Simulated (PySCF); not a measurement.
Delta-SCF ions had no search for a lower state. Excitations are Tamm–Dancoff values on a coarser integration grid. The basis has no diffuse functions, so Rydberg states are missing or too high.

# C₂H₆Cl₂GeO₂, SMILES `C[O][Ge]([Cl])([Cl])[O]C` (C–O–Ge–Cl torsion 58°, Cl–Ge–O–C torsion 58°) (charge 0, multiplicity 1)

Level of theory: PySCF with M06-2X/def2-TZVP // PBE0-D3(BJ)/def2-SVP.

```json
{
 "HOMO": "-10.26 eV",
 "dipole_moment": "1.73 D",
 "HOMO–LUMO gap": "10.47 eV",
 "LUMO": "0.21 eV",
 "S1 excitation (TDA)": "7.07 eV",
 "S1 oscillator strength": "0.003",
 "T1 excitation (TDA)": "6.66 eV",
 "S1–T1 gap (TDA)": "0.41 eV",
 "vertical ionisation energy (Delta-SCF)": "11.04 eV",
 "total_energy": "-3227.8130 Ha",
 "cost": "around 50 core-minutes (rough)"
}
```

```xyz
13

C      2.1301     1.0412    -0.1774
O      0.7946     0.7248    -0.4988
Ge     0.1581    -0.8880    -0.2708
Cl     0.3781    -1.4213     1.7962
Cl     1.1947    -2.3038    -1.4722
O     -1.5174    -0.8994    -0.7427
C     -2.4526    -0.0819    -0.0692
H      2.2754     2.1140    -0.3698
H      2.3552     0.8435     0.8851
H      2.8451     0.4760    -0.8005
H     -3.4448    -0.3017    -0.4888
H     -2.4786    -0.2937     1.0138
H     -2.2380     0.9902    -0.2157
```
